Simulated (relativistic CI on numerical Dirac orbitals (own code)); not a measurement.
# d1 to d9 in one octahedral field

Computed with a parametric ligand-field model without spin-orbit coupling, by exact diagonalisation: B = 570, C = 2630, 10Dq = 15700 cm⁻¹ (Oh; |10Dq|/B = 27.5) for every shell. Energies in cm⁻¹; the field energy is (0.6 n_e − 0.4 n_t2) × 10Dq of the ground term; g labels are left out.

```tsv
Shell	Ground term	Electrons in e	Field energy	First spin-allowed bands	Lowest term of other spin
d1	2T2	0.000	-6280	2E 15700	
d2	3T1	0.025	-12168	3T2 14537, 3T1 21924	1T2 8974
d3	4A2	0.000	-18840	4T2 15700, 4T1 21530	2E 12143
d4	3T1	0.041	-24482	3E 13493, 3T1 14188	5E 100
d5	?	?	?	?	?
d6	1A1	0.054	-36835	1T1 14076, 1T2 21225	3T1 8424
d7	2E	1.040	-27630	2T1 13942, 2T2 14507	4T1 3319
d8	3A2	2.000	-18840	3T2 15700, 3T1 21530	1E 9699
d9	2E	3.000	-9420	2T2 15700
```

Task: Fill in the row of d5.

Result: Ground term: 6A1; Electrons in e: 2.000; Field energy: 0; First spin-allowed bands: none; Lowest term of other spin: 2T2 1566. Low spin: d4, d6, d7; the other shells keep the spin of the free ion. Only d4 to d7 can choose; the field needed to pair spins is smallest for d6 and largest for d5, which loses most exchange energy. In the strong-field picture 10Dq must exceed about 6B + 5C = 16570 (d4), 7.5B + 5C = 17425 (d5), 2.5B + 4C = 11945 (d6) and 4B + 4C = 12800 (d7); mixing of terms shifts these bounds somewhat.
